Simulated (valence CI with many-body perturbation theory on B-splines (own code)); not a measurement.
## Forbidden lines of Pm47+

Computed by relativistic CI+MBPT: four valence electrons over a frozen Dirac-Fock core [Ne], a basis of 11 s, 11 p, 9 d, 7 f, 5 g, 2 h, 1 i functions for each j, with the one-electron correlation potential Σ1 (screened to all orders), the two-electron term Σ2, the three-electron term Σ3, Breit, model QED; selected single and double excitations, second order for the rest (own B-spline code, finite nucleus).

The last digits are not significant, and no measured levels were compared; by estimate large intervals hold to a few tenths of a per cent, small ones and those within an open d or f shell to about a per cent.

Lines 1 to 8 of 8 in falling wavelength, among levels below 5426.7 × 10³ cm⁻¹, chosen from the decays that carry over 1 % of a level's rate. Wavelengths and rates use the calculated energies. Electric multipoles are in the length gauge, E1 and E2 with the static RPA response of the core. Weak lines are less certain than strong ones. Lines between different terms over intervals too small for the method are left out, as are lines whose strength nearly cancels.

Levels are named by their leading jj configuration (3d3/2^4 stands for four electrons in 3d with j = 3/2), which in mixed levels can hold well under half, so a name can repeat and another be missing.

```json
{"λ vac (Å)": "153.4", "Upper": "(3s^2 3p3/2 3d5/2) J=4", "Lower": "(3s 3p1/2 3p3/2^2) J=3", "Type": "M1", "A (s⁻¹)": "4.75e+05", "Branch %": "3.5"}
{"λ vac (Å)": "94.04", "Upper": "(3s^2 3p3/2 3d5/2) J=4", "Lower": "(3s^2 3p1/2 3d5/2) J=3", "Type": "M1", "A (s⁻¹)": "1.28e+07", "Branch %": "94.5"}
{"λ vac (Å)": "91.76", "Upper": "(3s^2 3p1/2 3p3/2) J=1", "Lower": "(3s^2 3p1/2^2) J=0", "Type": "M1", "A (s⁻¹)": "1.63e+07", "Branch %": "100.0"}
{"λ vac (Å)": "88.21", "Upper": "(3s^2 3p3/2^2) J=2", "Lower": "(3s^2 3p1/2 3p3/2) J=2", "Type": "M1", "A (s⁻¹)": "1.36e+07", "Branch %": "46.8"}
{"λ vac (Å)": "86.95", "Upper": "(3s^2 3p1/2 3p3/2) J=2", "Lower": "(3s^2 3p1/2^2) J=0", "Type": "E2", "A (s⁻¹)": "1.17e+05", "Branch %": "99.1"}
{"λ vac (Å)": "83.76", "Upper": "(3s^2 3p3/2^2) J=2", "Lower": "(3s^2 3p1/2 3p3/2) J=1", "Type": "M1", "A (s⁻¹)": "1.42e+07", "Branch %": "48.9"}
{"λ vac (Å)": "79.12", "Upper": "(3s^2 3p3/2^2) J=0", "Lower": "(3s^2 3p1/2 3p3/2) J=2", "Type": "E2", "A (s⁻¹)": "4.93e+05", "Branch %": "1.3"}
{"λ vac (Å)": "75.52", "Upper": "(3s^2 3p3/2^2) J=0", "Lower": "(3s^2 3p1/2 3p3/2) J=1", "Type": "M1", "A (s⁻¹)": "3.58e+07", "Branch %": "96.3"}
```
